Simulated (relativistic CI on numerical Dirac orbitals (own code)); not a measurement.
**Slater and spin-orbit integrals, Ge15+**

Computed by Dirac-Coulomb-Breit CI, separate exchange-only KLI orbitals for each configuration, model QED, unscaled Slater integrals (own radial code, finite nucleus).

Slater integrals F^k, G^k are unscaled and averaged over j, outside the closed core [Ne]; ζ comes from projecting the Hamiltonian with its Breit term on Σ l·s of the shell.

- 3s2 3p5: ζ(3p) = 32252 cm⁻¹; <r>(3p) = 0.5428, <r^2>(3p) = 0.3397 (bohr units).
- 3s2 3p4 3d: F^2(3p,3p) = 183960, ζ(3p) = 32209, F^2(3p,3d) = 183140, G^1(3p,3d) = 206150, G^3(3p,3d) = 134590, ζ(3d) = 3247.5 cm⁻¹; <r>(3p) = 0.5436, <r^2>(3p) = 0.3406, <r>(3d) = 0.5024, <r^2>(3d) = 0.2946 (bohr units).
- 3s 3p5 3d: G^1(3s,3p) = 237090, ζ(3p) = 32174, G^2(3s,3d) = 157250, F^2(3p,3d) = 182920, G^1(3p,3d) = 206010, G^3(3p,3d) = 134470, ζ(3d) = 3305.9 cm⁻¹; <r>(3s) = 0.5497, <r^2>(3s) = 0.3437, <r>(3p) = 0.5442, <r^2>(3p) = 0.3414, <r>(3d) = 0.5031, <r^2>(3d) = 0.2955 (bohr units).

Averages of the first 10 configurations, taken without configuration mixing, which lowers the lowest level and can move excited configurations by several eV; other configurations of the list can lie among them:

```csv
Configuration,Parity,States,Average energy above the lowest level (eV)
3s2 3p5,odd,6,3.4
3s 3p6,even,2,68.8
3s2 3p4 3d,even,150,84.8
3s 3p5 3d,odd,120,146.6
3p6 3d,even,10,216.4
3s 3p4 3d2,even,1350,227.1
3s2 3p4 4s,even,30,272.6
3s2 3p3 3d 4p,even,1200,375.2
3p6 4s,even,2,406.1
3s2 3p4 4p,odd,90,294.0
```
